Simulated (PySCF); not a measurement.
C2H6BFO2, SMILES C[C@@H](F)B(O)O.

Coordinates come from a B3LYP-D3(BJ)/def2-SVP optimisation. The structure was generated by enumeration; whether it is a known compound was not checked. One conformer was computed; it need not be the lowest.

Two levels are set side by side: PBE/def2-TZVP (PySCF) and ωB97X/def2-TZVP (PySCF). Same geometry, gas phase. Differences are taken from unrounded values.

```csv
quantity,ωB97X
orbital gap (eV),13.45
highest occupied level (eV),-11.07
lowest empty level (eV),2.38
dipole moment (D),3.01
mean polarisability (bohr³),45.2
```

Q: What does PBE give, and how far is it from ωB97X? (Estimate from the structure and the level; the computed values follow.)

A: 
```csv
quantity,PBE,PBE minus ωB97X
orbital gap (eV),6.53,-6.92
highest occupied level (eV),-6.99,4.08
lowest empty level (eV),-0.46,-2.84
dipole moment (D),2.76,-0.25
mean polarisability (bohr³),47.8,2.6
```

PBE's occupied levels lie high since its potential decays too fast outside the molecule; exact exchange lowers them and widens the gap. Loosely held outer electrons make PBE densities more polarisable. Differences between two approximate levels are no errors against the true value.

Rough cost on one machine, each run with all the roots and properties that it gave: ωB97X against PBE within a factor of 2.
